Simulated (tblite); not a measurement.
C3H16NPSi3.
Geometry (GFN2-xTB, Å), atoms numbered from 1 in this order:
```xyz
24
C3H16NPSi3 angstrom
C     -1.9670   -1.3879   -0.6926
C     -1.0118   -0.1985   -0.7426
Si    -1.9470    1.4554   -0.7310
Si     0.2956   -0.3351    0.6386
N     -0.5271   -0.1007    2.1520
P      1.2735   -2.3732    0.3424
C      1.6301    1.0168    0.5677
Si     2.5468    1.1248   -1.0874
H     -2.5748   -1.3614    0.2100
H     -2.6401   -1.3885   -1.5486
H     -1.4106   -2.3279   -0.6989
H     -0.4631   -0.2603   -1.6881
H     -1.0053    2.5574   -0.9345
H     -2.6608    1.6311    0.5343
H     -2.9242    1.4479   -1.8263
H      0.0203   -0.0056    2.9931
H     -1.3488   -0.6504    2.3471
H      2.3001   -2.1251    1.2351
H      0.5164   -2.9959    1.3195
H      1.1602    1.9718    0.7899
H      2.3542    0.8355    1.3606
H      1.6282    1.5764   -2.1355
H      3.6391    2.0969   -0.9601
H      3.1045   -0.1836   -1.4371
```

Level: GFN2-xTB in tblite, geometry and Hessian alike; calculated harmonic values, unscaled, isolated species. Errors from tens to a few hundred cm⁻¹ against measured bands are possible. Modes of hydrogen on phosphorus and silicon can be 10 to 20 % off. One conformer, not necessarily the lowest.

Harmonic wavenumbers (cm⁻¹): 39.1, 44.3, 75.5, 87.0, 98.9, 111.7, 117.5, 132.7, 146.7, 156.8, 174.0, 206.5, 223.7, 240.9, 275.7, 324.1, 424.2, 489.1, 499.3, 522.8, 528.4, 548.4, 623.7, 659.7, 672.3, 696.8, 704.7, 769.9, 776.3, 783.2, 786.5, 791.0, 795.7, 799.2, 804.9, 845.3, 862.6, 991.0, 1012.0, 1046.2, 1084.4, 1127.8, 1152.3, 1157.6, 1274.5, 1419.0, 1452.4, 1506.5, 1510.4, 1516.3, 2223.3, 2226.1, 2244.6, 2250.0, 2257.9, 2262.6, 2288.8, 2376.2, 2918.4, 2965.8, 2985.0, 3004.8, 3006.2, 3019.1, 3458.2, 3493.3.

A = 956.3, B = 778.1, C = 568.2 MHz; mass 181.033 u (most abundant isotopes); point group C1, symmetry number 1.

Task: What is the zero-point energy?

Result: Half the sum of the wavenumbers: 38035 cm⁻¹ = 455.00 kJ/mol.

Task: Entropy at 273.15 K, 1 bar (ideal gas, RRHO, classical rotation)?

Result: Translation 171.87, rotation 128.65, vibration 214.26: S = 514.8 J/(mol K).

Task: And Cp and H(273.15 K) − H(0)?

Result: Cp = 233.12 J/(mol K), of which vibrations give 199.86 (their classical limit is 66 R = 548.8); H(273.15 K) − H(0) = 38.99 kJ/mol without the zero-point energy, 29.91 from vibrations.

Task: How do the functions run with temperature in this model?

Result: 
```csv
T (K),S (J/(mol K)),Cp (J/(mol K)),H − H(0) (kJ/mol),G − H(0) (kJ/mol),ln q(vib)
50,272.0,80.7,2.59,-11.01,1.12
100,342.9,125.2,7.84,-26.45,3.69
298.15,535.8,247.3,45.00,-114.75,13.80
373.15,595.6,285.7,65.03,-157.21,17.28
500,686.7,337.2,104.69,-238.66,22.85
750,837.7,407.5,198.41,-429.90,32.76
1000,961.8,454.4,306.52,-655.30,41.48
```

q(vib) and H(0) count from the zero-point level.

Task: Blend soft modes into free rotors: weight 1/[1 + (100 cm⁻¹/ν̃)⁴] for the oscillator and the rest for a rotor with moment μB/(μ + B), μ = h/(8π²ν), B = 10⁻⁴⁴ kg m². What vibrational entropy results?

Result: 196.34 J/(mol K) in place of 214.26, which changes −T·S at 273.15 K by +4.89 kJ/mol.

Task: What must be added to the electronic energy to get the Gibbs energy at 273.15 K and 1 bar?

Result: ZPE + [H(273.15 K) − H(0)] − T·S = 455.00 + 38.99 − 140.61 = 353.38 kJ/mol.

Hindered rotation and anharmonicity are outside this model. Other conformers, if any are populated, would add a mixing term that is left out. The structure is chiral; the term R ln 2 for an equal mix with its mirror image is left out.
